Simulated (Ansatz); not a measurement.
`BN(C=C)[SiH2][SiH3]` + HI → `[SiH3][SiH2]I` + `BNC=C` at 600 K and 1 bar (ligand exchange at the Si–N bond).

Computed with Ansatz on PBE0-D4/def2-TZVP structures; ΔE is electronic, products minus reactants. CBS: MP2 limit from def2 TZ/QZ plus the TZ coupled-cluster correction, frozen cores. Elements past krypton have def2 core potentials. For I outer-core shells are correlated without core-valence functions, which leaves a few kJ/mol of doubt a bond. One conformer a species, not always the lowest.

```
              species  CCSD(T)/CBS energy (Eh)  H − E (kJ/mol)  S (J/(mol·K))
`BN(C=C)[SiH2][SiH3]`               -739.79097           386.4          532.8
                   HI               -298.03592            31.6          227.0
      `[SiH3][SiH2]I`               -878.63094           164.3          421.0
              `BNC=C`               -159.21916           262.3          357.3
```

H − E and S are ideal-gas, rigid-rotor, harmonic terms from PBE0-D4/def2-TZVP, for one conformer and one mirror image of each species. 1 Eh = 2625.50 kJ/mol, R = 8.31446 J/(mol·K).

Problem. By hand: ΔE, ΔH, ΔS and ΔG.

Solution. ΔE = (-878.63094) + (-159.21916) − (-739.79097) − (-298.03592) = -0.02321 Eh = -60.9 kJ/mol. Δ(H − E) = 164.3 + 262.3 − 386.4 − 31.6 = 8.6, so ΔH = -52.3 kJ/mol. ΔS = 421.0 + 357.3 − 532.8 − 227.0 = 18.5 J/(mol·K). ΔG = -52.3 − 600 × (18.5)/1000 = -63.4 kJ/mol.

Problem. By hand: the equilibrium constant, and the temperature at which ΔG would vanish if ΔH and ΔS stayed fixed.

Solution. log₁₀ K = −ΔG/(RT ln 10) = 5.5. ΔH and −TΔS have one sign here, so there is no such temperature.

ΔH outweighs TΔS. A doubt of 5 kJ/mol in ΔE shifts log₁₀ K by 0.4 here. Other conformers and mirror images would add mixing entropy, several J/(mol·K) or more a flexible species. Modes under 60 cm⁻¹, often nearly free rotors, make the harmonic entropy too high. These are equilibria of isolated gas molecules and say nothing of rates. Largest T1 diagnostic: 0.014 (customary marks: 0.02 for closed shells, 0.045 for open ones).
